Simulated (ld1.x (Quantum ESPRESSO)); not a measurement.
## An all-electron radial function and its pseudo partner (boron)

Columns: radius, all-electron u(r) and pseudo u(r) of the 2p shell (level -3.54 eV) of boron in the configuration [He] 2s2 2p1; BLYP, scalar-relativistic, PAW scheme, ld1.x (Quantum ESPRESSO) 7.5.

```csv
r (bohr),all-electron,pseudo
0.217,0.1003,0.0077
0.435,0.2621,0.0302
0.652,0.4026,0.0656
0.870,0.5061,0.1115
1.088,0.5746,0.1643
1.305,0.6118,0.2197
1.522,0.6240,0.2741
1.740,0.6181,0.3239
1.957,0.5997,0.3657
2.175,0.5731,0.3975
2.392,0.5419,0.4178
2.610,0.5079,0.4263
2.827,0.4732,0.4238
3.045,0.4384,0.4117
3.262,0.4047,0.3921
3.480,0.3721,0.3674
3.697,0.3413,0.3401
3.915,0.3122,0.3120
4.132,0.2850,0.2850
4.350,0.2595,0.2595
4.567,0.2360,0.2360
4.785,0.2142,0.2142
5.002,0.1942,0.1942
5.220,0.1758,0.1758
5.437,0.1590,0.1590
5.655,0.1436,0.1436
```

Question: How many radial nodes do the two functions have?

Answer: The all-electron 2p function has n − l − 1 = 0; the pseudo-wave has 0.

Question: At about which radius was the pseudo-wave matched?

Answer: 4.35 bohr. The columns agree to 0.0005 from 3.92 bohr on; several derivatives are matched, so the curves merge somewhat inside the radius.

Question: Is the pseudo-wave norm-conserving?

Answer: No, it belongs to a PAW set: the norm inside the radius is not constrained, and the difference is carried by the augmentation charge.
